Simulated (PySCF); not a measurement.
Species: GeH3(OSiMe3), C3H12GeOSi.
Bonds: Ge1–O5, O5–Si6, Si6–C7, Si6–C8, Si6–C9. Hydrogens: H2, H3, H4 on Ge1; H10, H11, H12 on C7; H13, H14, H15 on C8; H16, H17, H18 on C9.

Method used: PBE0-D3(BJ)/def2-SVP geometry optimisation, gas phase in PySCF 2.14.0.

(1) List the bond lengths, angles and torsions at this level.

## Answers

(1) 
```tsv
bond	length (bohr)
Ge1–H2, Ge1–H3, Ge1–H4	2.911
Ge1–O5	3.349
O5–Si6	3.164
Si6–C7, Si6–C8, Si6–C9	3.543
C7–H10 and 8 like bonds	2.082
```

Bonds in one row agree within 0.02 bohr and their mean is given. A selection of angles:
```tsv
angle	degrees
H2–Ge1–H3	111.2
H2–Ge1–H4	109.9
H2–Ge1–O5	109.0
H3–Ge1–O5	106.4
Ge1–O5–Si6	134.1
O5–Si6–C7	109.6
O5–Si6–C8	106.6
C7–Si6–C8	111.0
C7–Si6–C9	109.9
Si6–C7–H10	111.0
H10–C7–H11	107.4
Si6–C8–H15	110.4
```

Dihedral angles: Ge1–O5–Si6–C7 -43° (synclinal). The mirror-image conformer, all signs reversed, is as good.

Ge1 (germanium bonded to O and 3 H) is tetrahedral (angles from 106.4° to 111.2°). Si6 (silicon bonded to 3 C and O) is tetrahedral (angles from 106.6° to 111.0°).

Point group: C1 (no symmetry element, even within 0.4 Å). PBE0-D3(BJ)/def2-SVP frequencies: not computed here.

Time: 1.9 min; peak memory 0.67 GiB. Hardware: an Arm Neoverse V2 with one thread, no GPU, shared host. These figures are those of the optimisation.
